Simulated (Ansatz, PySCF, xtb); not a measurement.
Energy difference 2 R1 → P1 + P2, each structure at its B3LYP-D3(BJ)/def2-TZVP stationary point, reached from a drawn start (curvature not checked).
R1, H4OSi (SMILES O[SiH3]) (charge 0, multiplicity 1):
| atom | x (Å) | y (Å) | z (Å) |
|---|---|---|---|
| O | 1.1713 | -0.3907 | -0.3424 |
| Si | -0.3987 | 0.0190 | -0.0273 |
| H | 1.8626 | -0.0217 | 0.2119 |
| H | -0.8065 | -0.3892 | 1.3401 |
| H | -1.2104 | -0.6987 | -1.0293 |
| H | -0.6183 | 1.4815 | -0.1528 |
P1: H6OSi2 (SMILES [SiH3]O[SiH3]), charge 0, multiplicity 1.
P2: H2O (SMILES O), charge 0, multiplicity 1.

P less R. No zero-point or thermal terms.

Correlated levels freeze the cores. CBS: X⁻³ extrapolation of the correlation energy, Hartree–Fock from the larger set.

Programs: Ansatz (Gaussian basis) for Hartree–Fock, density functionals and correlated methods; PySCF for the D3/D4 terms; xtb for the GFN methods. Each number belongs to the level named beside it.

```tsv
level	reaction energy (kcal/mol)
GFN2-xTB	-1.22
HF/cc-pV(T+d)Z	-5.08
SVWN5/def2-TZVPP	-2.97
BLYP/def2-TZVPP	-3.01
BLYP-D4/def2-TZVPP	-4.56
B3LYP-D4/def2-TZVPP	-5.04
PBE0-D4/def2-TZVPP	-4.42
SCS-MP2/cc-pV(T+d)Z	-4.43
CCSD(T)/CBS(cc-pV(T+d)Z, cc-pV(Q+d)Z)	…
```

Q: Fill in the missing entries.

A: 
- CCSD(T)/CBS(cc-pV(T+d)Z, cc-pV(Q+d)Z), reaction energy (kcal/mol): -4.87

Ansatz is an electronic-structure program.
